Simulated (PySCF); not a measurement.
## Structure elucidation problem

An unknown has the formula C$_{6}$H$_{14}$Si$_{3}$. Its calculated NMR data are:

¹H NMR (400 MHz, computed): δ 6.94 (m, 1H), 6.58 (m, 1H), 6.50 (m, 1H), 6.39 (t, 1H), 6.31 (m, 1H), 5.77 (m, 1H), 5.76 (m, 1H), 4.88 (m, 2H), 4.49 (q, 2H), 3.48 (t, 3H).

¹³C{¹H} NMR (computed): δ 163.6 (C), 154.3 (CH), 149.3 (CH), 144.1 (CH2), 140.6 (CH), 127.9 (CH2).

No relativistic terms, no solvent, fast rotation and ring inversion assumed for equivalent nuclei, one conformer. Geometry: GFN2-xTB; NMR shieldings at PBE0/pcSseg-1/GIAO; PySCF.

δ = σ(ref) − σ, references computed at the same level: ¹H (31.72 ppm) and ¹³C (186.93 ppm) against TMS.

**Question.** Propose a structure and justify it.

**Answer.** 
The formula gives 3 degrees of unsaturation (no ring in the answer). 6 carbon signals for 6 carbons: no two carbons are equivalent. Carbon types of the structure: 1 × C, 3 × CH, 2 × CH2, leaving 7 H on heteroatoms. δC 163.6: fully substituted alkene carbon; as expected for a trigonal carbon in a double bond. δC 154.3, 149.3, 140.6: alkene CH; as expected for a trigonal carbon in a double bond. δC 144.1, 127.9: terminal =CH2 carbon; an sp2 carbon of a C=C bond. δH 6.94, 6.58, 6.39: hydrogen on an alkene CH; olefinic region. δH 6.50, 6.31, 5.77, 5.76: hydrogen on a terminal =CH2 carbon; a vinylic proton, deshielded by the sp2 carbon and the C=C anisotropy. δH 4.88: hydrogen on a silicon bonded to 2 C. δH 4.49: hydrogen on a silicon bonded to C, Si.

Structure: `InChI=1S/C6H14Si3/c1-3-6(9-7)5-8-4-2/h3-5H,1-2,8-9H2,7H3/b6-5+`.

The data come from this structure; uniqueness wasn't tested.

Shifts are as computed. Against solution values, carbons near 30 ppm lie about +3 ppm off and those near 130 ppm about +5 ppm. Of 1309 compounds with measured shifts, 239 miss one by over three times the rms of a fit or turn the order of signals round; such compounds aren't used in these exercises. No couplings were computed; multiplicities are counted from neighbouring protons, with m where these are inequivalent, close in shift, in a saturated or five-membered ring or joined by F or P, and br s for small geminal =CH2 splittings.
